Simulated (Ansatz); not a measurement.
A search over several starts for the lowest SCF solution of Ni₂O₂ at the given spin, in a small basis.

```yaml
crystal:
  periodic: [false, false, false]
  atoms:
    - {symbol: Ni, position_ang: [1.077745, -0.010694, -0.045051]}
    - {symbol: Ni, position_ang: [-1.187539, 0.011785, 0.049568]}
    - {symbol: O, position_ang: [0.042607, -1.433128, 0.044078]}
    - {symbol: O, position_ang: [0.067178, 1.432047, -0.048605]}
basis:
  gaussian: {orbitals: def2-SVP}
hamiltonian: {xc: pbe0, dispersion: d4}
output: {orbitals: {seedname: orbitals}}
```

```sh
$ ansatz run in.yaml --threads 4 --pin off --events-out ev --progress --plain --max-ram 3916MiB
```

Output, abridged:

```
Functional definition: PBE0
923 factors; integrals over basis functions are off by at most 7.3e-4 eV
mean field evaluation 1: about -86135.9919 eV, gradient 7.5e1 eV
mean field evaluation 2: about -85848.5294 eV, gradient 3.9e2 eV
mean field evaluation 4: about -86139.3755 eV, gradient 6.3e1 eV
mean field evaluation 8: about -86144.9204 eV, gradient 4.2e0 eV
mean field evaluation 16: about -86145.2021 eV, gradient 5.6e-1 eV
mean field evaluation 32: about -86145.4811 eV, gradient 1.7e0 eV
mean field evaluation 64: about -86145.5593 eV, gradient 8.2e-1 eV
mean field evaluation 96: about -86145.4139 eV, gradient 8.3e0 eV
mean field -86145.68157252 eV, -3165.7954061499 hartree, gradient 8.5e-6 eV, S^2 0.000000; 12 other end points of the search recorded, 0 dependent functions left out
reference -86145.68161293 eV, -3165.7954076349 hartree; 36, 36 occupied and 54, 54 virtual orbitals, 923 factors
Total energy: -86145.76889373 eV, -3165.7986151454 hartree
```

It took 8.5 s on 4 threads of Arm Neoverse V2 on a shared host.

A triplet lies near this restricted singlet, and broken spin symmetry wasn't tried. At PBE0-D4/def2-TZVPD a triplet of charge 0 lies 1.60 eV below the restricted singlet at the same geometry. That triplet is doubtful there (⟨S²⟩ 2.64, where a pure state has 2.00). Another isomer (doublet) lies 0.04 eV lower at PBE0-D4/def2-TZVPD.
